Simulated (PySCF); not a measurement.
trisilane (H$_{8}$Si$_{3}$), singlet, geometry from GFN2-xTB. Base run: MP2/STO-3G in PySCF.

Here is a job for PySCF.
```python
from pyscf import gto, scf, mp

mol = gto.M(
    atom='''
Si    1.844347    0.778114   -0.032315
Si    0.164165   -0.812706   -0.092287
Si   -1.998435   -0.015297    0.118937
H     3.199017    0.233124   -0.147584
H     1.701845    1.753556   -1.117068
H     1.816064    1.543718    1.217351
H     0.413797   -1.824509    0.949779
H     0.276432   -1.592490   -1.337797
H    -2.320290    0.952466   -0.933897
H    -2.193734    0.681556    1.393588
H    -3.034216   -1.048978    0.054940
''',
    basis='sto-3g',
    charge=0,
    spin=0,
    verbose=4,
)

mf = scf.RHF(mol)
mf.kernel()

pt = mp.MP2(mf, frozen=15)
pt.kernel()
print('E(MP2) = %.10f' % pt.e_tot)
mf.analyze()
```

Variants of this job, named by their change:

```tsv
change	basis functions	E (Eh)	MP2 correlation (Eh)	SCF-reference HOMO (eV)	SCF-reference HOMO-LUMO gap (eV)	SCF-reference dipole (D)
base	35	-861.60661	-0.11818	-8.52	18.24	0.18
basis = 6-31G	55	-871.41807	-0.16519	-10.83	13.85	0.12
basis = pcseg-0	55	[?]	[?]	[?]	[?]	[?]
basis = 6-31G*	70	-871.61707	-0.23728	-10.87	13.88	0.15
basis = def2-SV(P)	70	[?]	[?]	[?]	13.98	0.16
basis = 6-31+G*	82	-871.62262	-0.23991	-10.94	12.68	0.16
basis = pcseg-1	94	-871.65789	-0.28713	-10.94	13.63	0.14
basis = def2-SVP	94	[?]	[?]	[?]	13.98	0.15
basis = 6-31G**	94	-871.68267	-0.29092	-10.84	13.87	0.14
basis = pc-1	94	[?]	[?]	[?]	[?]	0.15
basis = 6-311G**	126	-871.77298	-0.31684	-10.92	13.61	0.16
basis = def2-SVPD	136	-871.49537	-0.32626	-10.91	13.11	0.16
basis = 6-311++G**	146	-871.77497	-0.31834	-10.92	12.18	0.17
```

Q: Some entries are withheld; supply them.

A: 
- basis = pcseg-0, E (Eh): -870.37635
- basis = pcseg-0, MP2 correlation (Eh): -0.17628
- basis = pcseg-0, SCF-reference HOMO (eV): -11.20
- basis = pcseg-0, SCF-reference HOMO-LUMO gap (eV): 14.09
- basis = pcseg-0, SCF-reference dipole (D): 0.11
- basis = def2-SV(P), E (Eh): -871.39010
- basis = def2-SV(P), MP2 correlation (Eh): -0.24679
- basis = def2-SV(P), SCF-reference HOMO (eV): -11.02
- basis = def2-SVP, E (Eh): -871.47276
- basis = def2-SVP, MP2 correlation (Eh): -0.31228
- basis = def2-SVP, SCF-reference HOMO (eV): -10.99
- basis = pc-1, E (Eh): -871.69988
- basis = pc-1, MP2 correlation (Eh): -0.29761
- basis = pc-1, SCF-reference HOMO (eV): -11.01
- basis = pc-1, SCF-reference HOMO-LUMO gap (eV): 13.70

Totals compare only among sets that treat the same electrons; sets with core potentials leave the core out.
